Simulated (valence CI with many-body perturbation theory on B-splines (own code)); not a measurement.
Energy levels of In XLIV

Calculated by valence CI with perturbative core correlation (CI+MBPT): four valence electrons over a frozen Dirac-Fock core [He], radial functions for each j: 11 s, 11 p, 9 d, 7 f, 5 g, 2 h, 1 i, with the one-electron correlation potential Σ1, the two-electron term Σ2, the three-electron term Σ3, Breit, model QED; selected CI, second order for the rest (own B-spline code, finite nucleus).

No measured spectrum was set against this ion. As an estimate, large intervals hold to a few tenths of a per cent, small ones and those within an open d or f shell to about a per cent. Among the levels kept, up to 260 cm⁻¹ of a level comes from second order outside the variational space, and about a tenth of that is noise between levels of different J, which matters for small intervals.

Levels 46 to 90 of 111, with energies above the lowest level, (2s^2 2p1/2^2) J=0. "Leading %" is the weight of the configuration and term that name the level; weights of strongly mixed levels are sums over their largest components and can fall short. In the jj column 3d3/2^4 stands for four electrons in 3d with j = 3/2.

| No. | Configuration | Term | J | E (eV) | Leading % | Leading jj | g |
| --- | --- | --- | --- | --- | --- | --- | --- |
| 46 | 2s²2p3p | ¹P | 1 | 4392.6 | 39 | 2s^2 2p3/2 3p3/2 (73 %) | 1.405 |
| 47 | 2s2p²3d | ³F | 2 | 4397.5 | 35 | 2s 2p1/2^2 3d5/2 (87 %) | 0.994 |
| 48 | 2s2p²3s | ³P | 1 | 4400.4 | 54 | 2s 2p1/2 2p3/2 3s (72 %) | 1.546 |
| 49 | 2s²2p3p | ³P | 2 | 4409.8 | 43 | 2s^2 2p3/2 3p3/2 (73 %) | 1.293 |
| 50 | 2s2p²3s | ⁵P | 3 | 4414.0 | 38 | 2s 2p1/2 2p3/2 3s (74 %) | 1.448 |
| 51 | 2s²2p3p | ¹S | 0 | 4427.6 | 65 | 2s^2 2p3/2 3p3/2 (90 %) |  |
| 52 | 2s2p²3s | ³P | 2 | 4428.3 | 34 | 2s 2p1/2 2p3/2 3s (77 %) | 1.271 |
| 53 | 2s2p²3p | ⁵P° | 1 | 4431.4 | 40 | 2s 2p1/2 2p3/2 3p1/2 (99 %) | 1.901 |
| 54 | 2s2p²3p | ⁵D° | 2 | 4439.0 | 46 | 2s 2p1/2 2p3/2 3p1/2 (94 %) | 1.372 |
| 55 | 2s²2p3d | ³D° | 2 | 4452.4 | 38 | 2s^2 2p3/2 3d3/2 (87 %) | 1.010 |
| 56 | 2s²2p3d | ³F° | 3 | 4454.4 | 34 | 2s^2 2p3/2 3d3/2 (62 %) | 1.163 |
| 57 | 2s2p²3s | ³D | 1 | 4458.3 | 67 | 2s 2p1/2 2p3/2 3s (97 %) | 0.712 |
| 58 | 2s²2p3d | ³P° | 1 | 4460.3 | 61 | 2s^2 2p3/2 3d3/2 (96 %) | 1.129 |
| 59 | 2s²2p3d | ³P° | 0 | 4461.4 | 97 | 2s^2 2p3/2 3d3/2 (97 %) |  |
| 60 | 2s2p²3s | ³P | 1 | 4463.0 | 57 | 2s 2p1/2 2p3/2 3s (94 %) | 1.567 |
| 61 | 2s2p²3s | ¹D | 2 | 4463.5 | 35 | 2s 2p1/2 2p3/2 3s (96 %) | 1.200 |
| 62 | 2s2p²3s | ³P | 0 | 4463.7 | 88 | 2s 2p1/2 2p3/2 3s (87 %) |  |
| 63 | 2s²2p3d | ³F° | 4 | 4463.9 | 97 | 2s^2 2p3/2 3d5/2 (97 %) | 1.242 |
| 64 | 2s2p²3p | ³F° | 3 | 4465.4 | 15 | 2s 2p1/2 2p3/2 3p1/2 (66 %) | 1.241 |
| 65 | 2s²2p3d | ³P° | 2 | 4472.8 | 49 | 2s^2 2p3/2 3d5/2 (91 %) | 1.278 |
| 66 | 2s2p²3p | ³P° | 2 | 4481.8 | 38 | 2s 2p1/2 2p3/2 3p1/2 (96 %) | 1.542 |
| 67 | 2s²2p3d | ¹F° | 3 | 4484.9 | 51 | 2s^2 2p3/2 3d5/2 (85 %) | 1.154 |
| 68 | 2s²2p3d | ¹P° | 1 | 4490.6 | 65 | 2s^2 2p3/2 3d5/2 (96 %) | 1.046 |
| 69 | 2s2p²3p | ⁵D° | 3 | 4499.1 | 50 | 2s 2p1/2 2p3/2 3p3/2 (98 %) | 1.510 |
| 70 | 2s2p²3p | ³D° | 1 | 4504.2 | 39 | 2s 2p1/2 2p3/2 3p3/2 (79 %) | 1.443 |
| 71 | 2s2p²3p | ³P° | 0 | 4506.6 | 40 | 2s 2p1/2 2p3/2 3p1/2 (86 %) |  |
| 72 | 2s2p²3p | ³F° | 2 | 4506.8 | 50 | 2s 2p1/2 2p3/2 3p1/2 (97 %) | 0.900 |
| 73 | 2s2p²3p | ³D° | 1 | 4507.9 | 50 | 2s 2p1/2 2p3/2 3p1/2 (76 %) | 1.033 |
| 74 | 2s2p²3p | ³D° | 2 | 4514.3 | 49 | 2s 2p1/2 2p3/2 3p3/2 (96 %) | 1.437 |
| 75 | 2s2p²3p | ³P° | 0 | 4524.4 | 93 | 2s 2p1/2 2p3/2 3p3/2 (90 %) |  |
| 76 | 2s2p²3p | ³F° | 4 | 4527.3 | 51 | 2s 2p1/2 2p3/2 3p3/2 (96 %) | 1.357 |
| 77 | 2s2p²3p | ³P° | 2 | 4533.7 | 52 | 2s 2p1/2 2p3/2 3p3/2 (96 %) | 1.398 |
| 78 | 2s2p²3p | ³D° | 1 | 4533.9 | 34 | 2s 2p1/2 2p3/2 3p1/2 (96 %) | 1.097 |
| 79 | 2s2p²3p | ¹P° | 1 | 4541.4 | 40 | 2s 2p1/2 2p3/2 3p3/2 (93 %) | 1.221 |
| 80 | 2s2p²3p | ³D° | 3 | 4543.9 | 47 | 2s 2p1/2 2p3/2 3p3/2 (96 %) | 1.306 |
| 81 | 2s2p²3d | ⁵F | 2 | 4550.2 | 45 | 2s 2p1/2 2p3/2 3d3/2 (98 %) | 1.191 |
| 82 | 2s2p²3d | ⁵D | 1 | 4551.0 | 54 | 2s 2p1/2 2p3/2 3d3/2 (98 %) | 1.224 |
| 83 | 2s2p²3d | ⁵D | 0 | 4551.1 | 86 | 2s 2p1/2 2p3/2 3d3/2 (99 %) |  |
| 84 | 2s2p²3d | ⁵F | 3 | 4555.7 | 60 | 2s 2p1/2 2p3/2 3d3/2 (85 %) | 1.245 |
| 85 | 2s2p²3d | ⁵F | 4 | 4564.0 | 55 | 2s 2p1/2 2p3/2 3d5/2 (95 %) | 1.368 |
| 86 | 2s2p²3p | ³D° | 2 | 4574.4 | 35 | 2s 2p1/2 2p3/2 3p3/2 (90 %) | 1.309 |
| 87 | 2s2p²3p | ³F° | 3 | 4577.7 | 41 | 2s 2p1/2 2p3/2 3p3/2 (98 %) | 1.157 |
| 88 | 2s2p²3d | ³F | 4 | 4578.8 | 38 | 2s 2p1/2 2p3/2 3d3/2 (78 %) | 1.243 |
| 89 | 2s2p²3d | ³F | 2 | 4580.0 | 27 | 2s 2p1/2 2p3/2 3d5/2 (96 %) | 1.268 |
| 90 | 2s2p²3d | ³F | 3 | 4580.6 | 39 | 2s 2p1/2 2p3/2 3d3/2 (50 %) | 1.311 |
